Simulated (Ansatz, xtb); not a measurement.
# Two isomers of C7H7ClO

Structure I: `Cc1cc(Cl)ccc1O`, a singlet. Structure II: `Cc1cc(O)cc(Cl)c1`, a singlet. Both are isolated molecules in the gas phase, relaxed with B3LYP-D3(BJ)/def2-SVP; the shapes shown needn't be the lowest conformers.

I (Å):

```xyz
16

C    -0.4091   -2.3094    0.0884
C    -0.5086   -0.8743   -0.3488
C    -0.8305   -0.5156   -1.6600
C    -0.9155    0.8282   -2.0384
C    -0.6802    1.8418   -1.1118
C    -0.3574    1.4968    0.2028
C    -0.2710    0.1549    0.5859
Cl   -1.3218    1.2362   -3.6924
O     0.0404   -0.2265    1.8546
H    -1.1118   -2.5213    0.9106
H     0.5978   -2.5352    0.4759
H    -0.6258   -2.9948   -0.7429
H    -1.0189   -1.2933   -2.4022
H    -0.7480    2.8878   -1.4131
H    -0.1703    2.2839    0.9397
H     0.1802    0.5566    2.4022
```

II (Å):

```xyz
16

C     0.6610   -2.2175    0.0587
C    -0.1098   -0.9371   -0.1428
C    -0.0072   -0.2311   -1.3454
C    -0.6943    0.9767   -1.5252
C    -1.4964    1.4909   -0.4985
C    -1.5928    0.7757    0.6964
C    -0.9149   -0.4270    0.8888
Cl   -2.5984    1.4108    1.9800
O    -0.5520    1.6102   -2.7164
H     0.1494   -2.8893    0.7637
H     0.8035   -2.7551   -0.8905
H     1.6630   -2.0086    0.4718
H     0.6065   -0.6055   -2.1670
H    -1.0742    2.4230   -2.7151
H    -2.0420    2.4286   -0.6229
H    -1.0164   -0.9604    1.8346
```

Q: Estimate which is lower in electronic energy at CCSD(T)/def2-SVP + ΔMP2/def2-TZVPP, and by roughly how much.

A: Too close to call at this level: CCSD(T)/def2-SVP + ΔMP2/def2-TZVPP gives E(II) − E(I) = +0.58 kJ/mol.

Level by level:

| level | geometry | E(II) − E(I) (kJ/mol) | departure from the last row (kJ/mol) | job, with rough time for the two |
| --- | --- | --- | --- | --- |
| GFN2-xTB | GFN2-xTB | −3.42 | −4.00 | optimisation, 0.12 s |
| HF/STO-3G | GFN2-xTB | +1.12 | +0.54 | single point, 0.44 s |
| r2SCAN-D4/def2-SVP | GFN2-xTB | +1.13 | +0.55 | single point, 4.9 s |
| B3LYP-D3(BJ)/def2-SVP | B3LYP-D3(BJ)/def2-SVP | +1.27 | +0.69 | optimisation, 34 s |
| HF/def2-SVP | B3LYP-D3(BJ)/def2-SVP | −1.40 | −1.98 | part of the CCSD(T) run |
| MP2/def2-SVP | B3LYP-D3(BJ)/def2-SVP | +2.36 | +1.78 | part of the CCSD(T) run |
| CCSD(T)/def2-SVP | B3LYP-D3(BJ)/def2-SVP | +1.42 | +0.84 | single point |
| CCSD(T)/def2-SVP + ΔMP2/def2-TZVPP | B3LYP-D3(BJ)/def2-SVP | +0.58 |  | single point, 2.6 min |

As drawn, both hold the same kinds of bond in the same numbers.

The largest departure from CCSD(T)/def2-SVP + ΔMP2/def2-TZVPP is that of GFN2-xTB, 4.00 kJ/mol. The last row adds to CCSD(T) the change of the MP2 difference between the two basis sets, here −0.84 kJ/mol.

With thermal terms from frequencies at re-optimised GFN2-xTB minima (ideal gas, soft modes damped towards free rotors, one conformer each, 298.15 K, 1 atm): on the last row, ΔE + ΔZPE = +0.22, ΔH = +0.48, ΔG = −0.48 kJ/mol.

The correlated steps freeze 13 core orbitals. Programs: Ansatz 0.2.0, xtb 6.7.1; the last row on 4 threads of Arm Neoverse V2 on a shared host.
